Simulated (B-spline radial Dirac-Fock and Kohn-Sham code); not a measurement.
## Au⁺: N4-O23O23 lines in intermediate coupling

System: gold as Au⁺, configuration 1s2 2s2 2p6 3s2 3p6 3d10 4s2 4p6 4d10 4f14 5s2 5p6 5d10.

Model: ΔSCF Dirac-Fock with Breit, self-energy and vacuum polarisation, finite nucleus, configuration average. Program: an atomic code on a B-spline grid. The two-hole levels come from diagonalising the Coulomb interaction among the jj configurations; intensities are independent-particle Coulomb rates. Kinetic energies are from the vacuum level. Correlation and solid-state effects are left out.

```tsv
kinetic energy (eV)	J	leading jj holes (weight)	leading LS term (weight)	intensity (%)
171.9	0	O2O2 (0.99)	³P0 (0.56)	12.7
189.4	2	O2O3 (0.99)	¹D2 (0.74)	66.3
191.5	1	O2O3 (1.00)	³P1 (1.00)	1.7
203.7	0	O3O3 (0.99)	¹S0 (0.56)	0.0
207.3	2	O3O3 (0.99)	³P2 (0.74)	19.4
```

The strongest line, by its leading LS label ¹D2, lies at 189.4 eV. The mean weight of the leading component is 0.99 in jj and 0.72 in LS coupling, so jj labels describe these levels better.

Values without a named source are computed, but for edge energies of neutral atoms, which are taken from tables.
